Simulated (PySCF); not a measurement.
**How methods differ on the interval between two levels of Ir³⁺**

Ir³⁺ [Xe] 4f14 5d6 [5D4, M_J = 4] → Ir³⁺ [Xe] 4f14 5d5 6p1 [7P4, M_J = 4], as a difference of total energies. All numbers are calculated (PySCF 2.14, the two-component X2C-1e Hamiltonian, in x2c-TZVPall-2c with one added diffuse shell each of s, p, d type (12s12p11d2f, 117 functions)). Correlated levels: [Kr] 4d10 4f14 frozen; the 34 highest virtual spinors dropped. "Screened" scales the spin-orbit matrix elements by Boettger's factors to mimic the two-electron term; Breit and QED terms are absent.

```tsv
method	interval between two levels (cm⁻¹)
GHF (screened spin-orbit)	105730
GMP2 (screened spin-orbit)	108360
```

The labels give the starting determinants; with spin-orbit coupling the two ends relaxed to ⟨J²⟩ = 20.04, ⟨L²⟩ = 6.87, ⟨S²⟩ = 5.70 and ⟨J²⟩ = 20.00, ⟨L²⟩ = 2.52, ⟨S²⟩ = 11.60.
